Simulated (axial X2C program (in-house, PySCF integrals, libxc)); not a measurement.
Worked dissociation energy of LiSe⁺: MP2, with spin–orbit coupling

All values were computed with an axial X2C code built on PySCF integrals. Two-component (2c) means X2C with spin–orbit coupling and atomic mean-field two-electron Coulomb and Gaunt terms. Basis: Se dyall-cv3z [8s9p6d4f1g], Li dyall-cv3z [7s8p2d] (cores contracted in-house); Gaussian nuclei, density fitting, unrestricted open shells. Masses: Se 79.917 u, Li 7.016 u.

Molecular state: Ω = 1 (⟨Sz⟩ = 0.98, ⟨Lz⟩ = 0.02 at HF).

Correlated methods: 6 electrons correlated (number of frozen shells: Se 3 s, 2 p, 1 d; Li 1 s), 188 virtual spin orbitals or spinors in MP2.

| Property | Result |
| --- | --- |
| E(Se) (2M_J = 4) | -2427.434572 hartree |
| E(Li+) (2M_J = 0) | -7.236943 hartree |
| E(LiSe⁺) at Re | -2434.698675 hartree |
| ωe | 306.3 cm⁻¹ |
| ωexe | 3.7 cm⁻¹ |

Question: Work out De and D0.

Answer: De = -2427.434572 + (-7.236943) − (-2434.698675) = 0.02716 hartree = 0.739 eV. The zero-point energy is ωe/2 − ωexe/4 = 152 cm⁻¹ = 0.019 eV, so D0 = 0.720 eV.

The state is one determinant whose occupation by symmetry is held fixed; it was picked as the lowest of a PBE0 search that is not exhaustive. Dissociation energies refer to the lowest single-determinant-based atoms at the same level and basis. With several unpaired electrons one determinant need not be a pure state. Open-shell Ω = 0 determinants with evenly filled partner blocks cannot be reached by this program, so the Ω shown need not be the lowest component. This is the Ω = 1 component of a π² triplet; the 0⁺ component is not one determinant and can lie lowest.

Each atomic determinant is the lowest at this level and need not be a pure J level. Totals compare only within one Hamiltonian and basis.
